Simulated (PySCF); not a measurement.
# Ionisation energy of Dy³⁺ by level of theory

Dy³⁺ [Xe] 4f9 [4f5/2^6 4f7/2^3, M_J = 15/2] → Dy⁴⁺ [Xe] 4f8 [4f5/2^6 4f7/2^2, M_J = 6], as a difference of total energies. All numbers are calculated (PySCF 2.14, the two-component X2C-1e Hamiltonian, in x2c-TZVPPall-2c (11s11p10d4f2g, 140 functions)). Correlated levels: [Ar] 3d10 frozen; the 18 highest virtual spinors dropped. "Screened" scales the spin-orbit matrix elements by Boettger's factors to mimic the two-electron term; Breit and QED terms are absent.

```json
{"method": "GHF (spin-free)", "ionisation energy (eV)": "37.508", "difference from reference (eV)": "-3.722"}
{"method": "GMP2 (spin-free)", "ionisation energy (eV)": "40.954", "difference from reference (eV)": "-0.276"}
{"method": "GHF (screened spin-orbit)", "ionisation energy (eV)": "37.643", "difference from reference (eV)": "-3.587"}
{"method": "GMP2 (screened spin-orbit)", "ionisation energy (eV)": "41.097", "difference from reference (eV)": "-0.133"}
```

Reference: 41.23 ± 0.08 eV (semi-empirical (NIST evaluation); NIST Atomic Spectra Database, ionization energies).

The spin-free rows relax to the high-spin LS determinant and lack the spin-orbit shift.

The labels give the starting determinants; with spin-orbit coupling the two ends relaxed to ⟨J²⟩ = 63.77, ⟨L²⟩ = 30.66, ⟨S²⟩ = 8.60 and ⟨J²⟩ = 42.01, ⟨L²⟩ = 12.39, ⟨S²⟩ = 11.84.
